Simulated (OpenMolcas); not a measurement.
# Te4+: effect of the active space

| Property | Result |
| --- | --- |
| Program | OpenMolcas |
| Method | SS-CASPT2 or its RAS form, IPEA 0.25 Eh, imaginary shift 0.1 Eh |
| Basis | ANO-RCC-VTZP |
| Scalar Hamiltonian | DKH2, point nucleus |
| Spin-orbit coupling | state interaction with AMFI integrals over the reference wave functions, term energies averaged over their components |

A. 2 electrons in 4 orbitals (5s 5p); 2S+1 = 3 even, 3 roots; 2S+1 = 1 even, 7 roots; 2S+1 = 3 odd, 3 roots; 2S+1 = 1 odd, 3 roots; closed shells correlated: 4d; CASPT2 step about 1.8 core-seconds
B. 2 electrons in 8 orbitals (5s 5p 6s 6p); 2S+1 = 3 even, 3 roots; 2S+1 = 1 even, 7 roots; 2S+1 = 3 odd, 3 roots; 2S+1 = 1 odd, 3 roots; closed shells correlated: 4d; CASPT2 step roughly 5 core-seconds
C. 2 electrons in 9 orbitals (RAS2 5s 5p; RAS3 5d, at most 2 electrons); 2S+1 = 3 even, 3 roots; 2S+1 = 1 even, 7 roots; 2S+1 = 3 odd, 3 roots; 2S+1 = 1 odd, 3 roots; closed shells correlated: 4d; CASPT2 step roughly 7 core-seconds

Energies in cm-1 above 5s2 1S0, the measured ground level; measured values from Moore, Atomic Energy Levels, vol. III, NSRDS-NBS 35 (1971 reprint of NBS Circular 467, 1958).

| Level | A | B | C | Measured |
| --- | --- | --- | --- | --- |
| 5s2 1S0 | 0.0 | 0.0 | 0.0 | 0.0 |
| 5s 5p 3P* 0 | 74590 | 74350 | 75080 |  |
| 5s 5p 3P* 1 | 77310 | 77060 | 77780 |  |
| 5s 5p 3P* 2 | 84490 | 84250 | 84960 |  |
| 5s 5p 1P* 1 | 109320 | 108910 | 109860 | 111707 |
| 5p2 3P0 | 175500 | 175340 | 176020 | 176248 |
| 5p2 3P1 | 181000 | 180710 | 181420 | 182419 |
| 5p2 1D2 [53 %] | 182590 | 181690 | 182190 |  |

Deviations, from unrounded energies. A percentage is the sum of absolute deviations over the sum of measured energies, with the sign that they share, or ± where signs differ.

```
           Against measurement  Levels     A     B     C
mean absolute deviation (cm-1)       3  1500  1800  1000
      other configurations (%)       3  -1.0  -1.2  -0.7
```

C lies closest to measurement on these levels and B furthest from it. The largest miss of C in the table is 5s 5p 1P* 1, by -1900 cm-1. The ranking rests on the paired levels alone, and a cruder setting can come out closer through cancelling errors.

Among A to C the level of the table that moves most is 5s 5p 1P* 1, by 940 cm-1 (lowest in B, highest in C). Moves below CASPT2's spread within the term are not significant.

Term energies are means over components that CASPT2 splits; among the terms shown or strongly mixed into the levels shown the widest spread is 29 cm-1 (5p2 1D, B). Over all roots computed the reference weight is 0.90 to 0.95 in A, 0.88 to 0.95 in B; the roots of lowest weight are the least certain, and an intruder state may touch them. The ¹D term of p² mixes with s d, which this space lacks (holds for A; B). Active for correlation alone: 6p 6s; no level in the range computed is led by a configuration that fills them, so any true level of that kind is missing (holds for B). Active for correlation alone: 5d; no level in the range computed is led by a configuration that fills it, so any true level of that kind is missing (holds for C). Some terms mix strongly with configurations of 5d, whose occupation reaches 0.24 (5p2 1D) (holds for C). Computed and measured levels are paired by configuration, term and J; levels that our copy of the source lacks, or whose pairing is in doubt (as where it misses far off the trend of its configuration), stay unpaired and out of the deviations. Only configurations of the active space appear. The table leaves out levels that lie high or whose names do not pair safely across all columns.

A share in square brackets marks a mixed level and gives the weight of the term that names it, the lowest over the columns. * marks odd parity.
